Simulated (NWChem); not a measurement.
Program: NWChem. System: NS, charge 0, spin multiplicity 2, displaced from the optimised geometry. The structure started from a generated list of species. Its SCF solution wasn't tested for a lower state.

The NWChem input:

```
start mol
memory heap 200 mb stack 900 mb global 1100 mb
geometry units angstroms nocenter noautoz
  N      0.000000     0.000000     1.081099
  S      0.000000     0.000000    -0.472981
  symmetry group C2v
end
basis spherical
  * library def2-svp
end
dft
  xc pbe0
  odft
  mult 2
  semidirect memsize 60000000 filesize 0
  iterations 100
  convergence nodiis damp 40
end
task dft gradient
```

The output up to the point where the run's verdict is printed (cleaned and shortened):

```
             Northwest Computational Chemistry Package (NWChem) 7.3.0
             --------------------------------------------------------

                                NWChem Input Module
                                -------------------

 Scaling coordinates for geometry "geometry" by  1.889725989
 (inverse scale =  0.529177249)

 Turning off AUTOSYM since
 SYMMETRY directive was detected!

                             Geometry "geometry" -> ""
                             -------------------------

 Output coordinates in angstroms (scale by  1.889725989 to convert to a.u.)

  No.       Tag          Charge          X              Y              Z
 ---- ---------------- ---------- -------------- -------------- --------------
    1 N                    7.0000     0.00000000     0.00000000     1.08109900
    2 S                   16.0000     0.00000000     0.00000000    -0.47298100

 Effective nuclear repulsion energy (a.u.)      38.1369375373

            Nuclear Dipole moment (a.u.)
            ----------------------------
        X                 Y               Z
 ---------------- ---------------- ----------------
     0.0000000000     0.0000000000    -0.0000056692

      Symmetry information
      --------------------

 Group name             C2v
 Group number             16
 Group order               4
 No. of unique centers     2

      Symmetry unique atoms

     1    2


 Summary of "ao basis" -> "" (spherical)
 ------------------------------------------------------------------------------
       Tag                 Description            Shells   Functions and Types
 ---------------- ------------------------------  ------  ---------------------
 *                          def2-svp                  on all atoms

                                 NWChem DFT Module
                                 -----------------

 Summary of "ao basis" -> "ao basis" (spherical)
 ------------------------------------------------------------------------------
       Tag                 Description            Shells   Functions and Types
 ---------------- ------------------------------  ------  ---------------------
[...]
 !! scf_movecs_sym_adapt:   14 vectors were symmetry contaminated

  Symmetry fudging

 !! scf_movecs_sym_adapt:   14 vectors were symmetry contaminated

 d= 0,ls=0.5         92   -439.0101199334  1.25D+00  2.56D-01               5.2
                                                     2.47D-01

 !! scf_movecs_sym_adapt:   14 vectors were symmetry contaminated

  Symmetry fudging

 !! scf_movecs_sym_adapt:   12 vectors were symmetry contaminated

 !! scf_movecs_sym_adapt:   14 vectors were symmetry contaminated

  Symmetry fudging

 !! scf_movecs_sym_adapt:   14 vectors were symmetry contaminated

 d= 0,ls=0.5         93   -440.2552663230 -1.25D+00  2.56D-01               5.3
                                                     2.47D-01

 !! scf_movecs_sym_adapt:   14 vectors were symmetry contaminated

  Symmetry fudging

 !! scf_movecs_sym_adapt:   14 vectors were symmetry contaminated

 !! scf_movecs_sym_adapt:   14 vectors were symmetry contaminated

  Symmetry fudging

 !! scf_movecs_sym_adapt:   14 vectors were symmetry contaminated

 d= 0,ls=0.5         94   -439.0101199334  1.25D+00  2.56D-01               5.3
                                                     2.47D-01

 !! scf_movecs_sym_adapt:   14 vectors were symmetry contaminated

  Symmetry fudging

 !! scf_movecs_sym_adapt:   14 vectors were symmetry contaminated

 !! scf_movecs_sym_adapt:   14 vectors were symmetry contaminated

  Symmetry fudging

 !! scf_movecs_sym_adapt:   14 vectors were symmetry contaminated

 d= 0,ls=0.5         95   -440.2552663230 -1.25D+00  2.56D-01               5.4
                                                     2.47D-01

 !! scf_movecs_sym_adapt:   14 vectors were symmetry contaminated

  Symmetry fudging

 !! scf_movecs_sym_adapt:   14 vectors were symmetry contaminated

 !! scf_movecs_sym_adapt:   14 vectors were symmetry contaminated

  Symmetry fudging

 !! scf_movecs_sym_adapt:   14 vectors were symmetry contaminated

 d= 0,ls=0.5         96   -439.0101199334  1.25D+00  2.56D-01               5.4
                                                     2.47D-01

 !! scf_movecs_sym_adapt:   14 vectors were symmetry contaminated

  Symmetry fudging

 !! scf_movecs_sym_adapt:   14 vectors were symmetry contaminated

 !! scf_movecs_sym_adapt:   14 vectors were symmetry contaminated

  Symmetry fudging

 !! scf_movecs_sym_adapt:   14 vectors were symmetry contaminated

 d= 0,ls=0.5         97   -440.2552663230 -1.25D+00  2.56D-01               5.5
                                                     2.47D-01

 !! scf_movecs_sym_adapt:   14 vectors were symmetry contaminated

  Symmetry fudging

 !! scf_movecs_sym_adapt:   14 vectors were symmetry contaminated

 !! scf_movecs_sym_adapt:   14 vectors were symmetry contaminated

  Symmetry fudging

 !! scf_movecs_sym_adapt:   14 vectors were symmetry contaminated

 d= 0,ls=0.5         98   -439.0101199334  1.25D+00  2.56D-01               5.5
                                                     2.47D-01

 !! scf_movecs_sym_adapt:   14 vectors were symmetry contaminated

  Symmetry fudging

 !! scf_movecs_sym_adapt:   14 vectors were symmetry contaminated

 !! scf_movecs_sym_adapt:   14 vectors were symmetry contaminated

  Symmetry fudging

 !! scf_movecs_sym_adapt:   14 vectors were symmetry contaminated

 d= 0,ls=0.5         99   -440.2552663230 -1.25D+00  2.56D-01               5.5
                                                     2.47D-01

 !! scf_movecs_sym_adapt:   14 vectors were symmetry contaminated

  Symmetry fudging

 !! scf_movecs_sym_adapt:   14 vectors were symmetry contaminated

 !! scf_movecs_sym_adapt:   14 vectors were symmetry contaminated

  Symmetry fudging

 !! scf_movecs_sym_adapt:   12 vectors were symmetry contaminated

 d= 0,ls=0.5        100   -439.0101199334  1.25D+00  2.56D-01               5.6
                                                     2.47D-01
```

The run did not converge; its last values are not results. The next line reads: Calculation failed to converge. NWChem stopped with the message: dft gradient failed.
